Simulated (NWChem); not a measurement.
System: AlH3S2O; SMILES [SH][Al]([SH])[OH]

```xyz
7

Al     0.3691     0.0070    -0.0004
O      2.0590    -0.1323    -0.0015
H      2.7170     0.5633     0.0171
S     -0.7727    -1.8472    -0.0006
H      0.3549    -2.5940     0.0074
S     -0.6318     1.9469    -0.0008
H     -1.8692     1.4027     0.0156
```
Atoms are numbered in this order, from 1.

Results from NWChem. Structure relaxed at the PBE0/def2-SVP level. B3LYP is NWChem's, with the RPA form of VWN correlation. Ions are spin-unrestricted doublets at the neutral geometry; other ion states weren't tried.

Q: Among these, which level gives the lowest value of “−ε(HOMO) (eV)”?
A) Hartree-Fock/def2-SVP
B) PBE/def2-SVP
C) CAM-B3LYP/def2-SVP
D) B3LYP/def2-SVP

A: B, PBE/def2-SVP. Values: PBE/def2-SVP 6.17; B3LYP/def2-SVP 7.11; CAM-B3LYP/def2-SVP 8.67; Hartree-Fock/def2-SVP 10.27
